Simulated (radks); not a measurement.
Values are calculated unless marked as measured or tabulated.
Question: The mean radii <r> (bohr) of the occupied orbitals of an atom or ion are listed with their occupations. Level of theory: non-relativistic Kohn-Sham, SCAN, spin-polarised, spherical densities, point nucleus; meta-GGA in the generalised Kohn-Sham scheme (a radial shooting solver on a logarithmic mesh with Libxc functionals).

| orbital | occ. | <r> |
|---|---|---|
| 1s up | 1 | 0.03464 |
| 1s down | 1 | 0.03464 |
| 2s up | 1 | 0.1508 |
| 2s down | 1 | 0.1508 |
| 2p up | 3 | 0.1292 |
| 2p down | 3 | 0.1292 |
| 3s up | 1 | 0.4136 |
| 3s down | 1 | 0.4137 |
| 3p up | 3 | 0.4077 |
| 3p down | 3 | 0.4077 |
| 3d up | 5 | 0.3836 |
| 3d down | 5 | 0.3836 |
| 4s up | 1 | 1.054 |
| 4s down | 1 | 1.050 |
| 4p up | 3 | 1.145 |
| 4p down | 3 | 1.142 |
| 4d up | 5 | 1.596 |
| 4d down | 2 | 1.651 |

Name the element and its charge. Open shells, if any, are filled with parallel spins first.

Answer: Z = 44, ruthenium, charge +1: Ru+ in [Kr] 4d7. The 1s radius gives Z: for a bare nucleus <r> = 1.5/Z, 0.03409 bohr for Z = 44, and screening makes it slightly larger (0.03464 here). The occupations add up to 43, and the charge is Z minus that.
